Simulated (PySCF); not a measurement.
Compound: C₇H₄NO (charge -1).
Cartesian coordinates in Å at the GFN2-xTB level; atoms count from 1:
```
atom  x, y, z in Å
C1     3.080    0.590    0.587
C2     1.924    0.342    0.363
C3     0.576    0.029    0.103
C4     0.194   -1.295   -0.014
N5    -1.037   -1.731   -0.255
C6    -1.965   -0.773   -0.390
C7    -1.728    0.567   -0.298
C8    -0.411    1.085   -0.039
O9    -0.160    2.304    0.051
H10    4.083    0.831    0.784
H11    0.944   -2.079    0.097
H12   -2.970   -1.147   -0.588
H13   -2.536    1.279   -0.419
```

NICS = −σ at a ghost point: NICS(0) at the centroid of the ring atoms, NICS(1) 1 Å to either side along the normal of their mean plane, zz for the tensor component along that normal. Level: GIAO PBE0/pcSseg-1 (PySCF, non-relativistic, gas phase) on the GFN2-xTB geometry, one conformer.

Ring bond lengths (Å), with Mayer bond orders in brackets: C3–C4 1.383 (1.41), C4–N5 1.328 (1.51), N5–C6 1.340 (1.39), C6–C7 1.364 (1.50), C7–C8 1.438 (1.18), C8–C3 1.453 (1.06).

Give the NICS values of each ring in ppm.

| ring | type | NICS(0) | NICS(1), two faces | NICS(1)zz, two faces | rms pucker (Å) | centre to ring atoms, mean (Å) |
| --- | --- | --- | --- | --- | --- | --- |
| C3–C4–N5–C6–C7–C8 | 6-membered ring with N; formal bonds all aromatic | -3.5 | -6.6 / -6.6 | -14.0 / -14.0 | 0.00 | 1.38 |

What do they say, and how far can they be read as aromaticity?

- C3–C4–N5–C6–C7–C8: mean NICS(1)zz -14.0 ppm, shielded.

What does the geometric index give? HOMA = 1 − mean of α(R − Ropt)² over the ring bonds, with Krygowski's 1993 parameters (CC: Ropt 1.388 Å, α 257.7 Å⁻²; CN: Ropt 1.334 Å, α 93.52 Å⁻²).

- C3–C4–N5–C6–C7–C8: HOMA 0.69; the largest term is that of C8–C3, α(R − Ropt)² = 1.09.

Give the inner angles of the rings and the Hirshfeld charges of the ring atoms.

- C3–C4–N5–C6–C7–C8: C3 120.0° (-0.072 e), C4 125.8° (-0.022 e), N5 115.2° (-0.256 e), C6 125.1° (-0.037 e), C7 121.6° (-0.129 e), C8 112.2° (+0.059 e); sum 720.0° against 720° for a flat convex ring.

How shielded are the nuclei of the rings and their hydrogens (means over atoms taken as equivalent)?

```json
{"atoms": "C3", "environment": "substituted aromatic carbon", "σ isotropic (ppm)": "76.4", "principal values of the symmetric part, first atom (ppm)": "1.9, 81.4, 145.7"}
{"atoms": "C4", "environment": "aromatic CH next to a ring nitrogen", "σ isotropic (ppm)": "25.2", "principal values of the symmetric part, first atom (ppm)": "-84.8, 40.3, 120.1"}
{"atoms": "N5", "environment": "pyridine-type nitrogen", "σ isotropic (ppm)": "-11.3", "principal values of the symmetric part, first atom (ppm)": "-234.3, -92.5, 292.7"}
{"atoms": "C6", "environment": "aromatic CH next to a ring nitrogen", "σ isotropic (ppm)": "34.2", "principal values of the symmetric part, first atom (ppm)": "-75.9, 51.5, 127.2"}
{"atoms": "C7", "environment": "aromatic CH carbon", "σ isotropic (ppm)": "65.1", "principal values of the symmetric part, first atom (ppm)": "-27.0, 83.2, 139.1"}
{"atoms": "C8", "environment": "aromatic carbon bearing oxygen", "σ isotropic (ppm)": "5.4", "principal values of the symmetric part, first atom (ppm)": "-73.4, -25.3, 114.9"}
{"atoms": "H11", "environment": "aromatic hydrogen", "σ isotropic (ppm)": "23.73", "principal values of the symmetric part, first atom (ppm)": "20.3, 22.6, 28.3"}
{"atoms": "H12", "environment": "aromatic hydrogen", "σ isotropic (ppm)": "24.10", "principal values of the symmetric part, first atom (ppm)": "20.8, 24.1, 27.4"}
{"atoms": "H13", "environment": "aromatic hydrogen", "σ isotropic (ppm)": "25.96", "principal values of the symmetric part, first atom (ppm)": "24.5, 24.8, 28.6"}
```
